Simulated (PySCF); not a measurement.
## Structure from 2D NMR

Compound of formula C5H13NOSi2. Correlations simulated from computed shifts and the bond graph:

HSQC (one-bond C–H):
```tsv
δH	δC
2.66	29.5
1.99	102.6
0.16	1.3
```

HMBC (two and three bonds, from the bond graph):
```tsv
δH	δC
5.16	102.6, 90.7
1.99	90.7
0.16	1.3
```

Carbons without hydrogens: δ 90.7.

PySCF calculation with GFN2-xTB geometry and shieldings: GIAO PBE0/pcSseg-1; one computed conformer, equivalent nuclei averaged, gas phase, non-relativistic.

Chemical shifts δ = σref − σ; TMS for ¹H and ¹³C, all at this level.

Exchangeable hydrogens are left out of these lists.

Which molecule is this?

Answers

`C#C[SiH2]O[Si](C)(C)NC`.

Atoms are numbered as in `[CH:1]#[C:2][SiH2:3][O:4][Si:5]([CH3:6])([CH3:7])[NH:8][CH3:9]` (H(Xn): hydrogen on atom n).

1. δC 102.6 is C1, a terminal alkyne carbon (δH 1.99).
2. δC 90.7 is C2, an alkyne carbon.
3. δC 29.5 is C9, a methyl carbon bonded to N (δH 2.66).
4. δC 1.3 is C6/C7, a methyl carbon bonded to Si (δH 0.16).
5. HMBC from δH 5.16 reaches the proton-free carbon C2.
6. HMBC from δH 1.99 reaches the proton-free carbon C2.

The data come from this structure; uniqueness wasn't tested.

The OH or NH signal is concentration- and solvent-dependent in practice; the value given is the gas-phase one. Shifts are as computed. Against solution values, carbons near 30 ppm lie about +3 ppm off and those near 130 ppm about +5 ppm. Of 1309 compounds with measured shifts, 239 miss one by over three times the rms of a fit or turn the order of signals round; such compounds aren't used in these exercises.
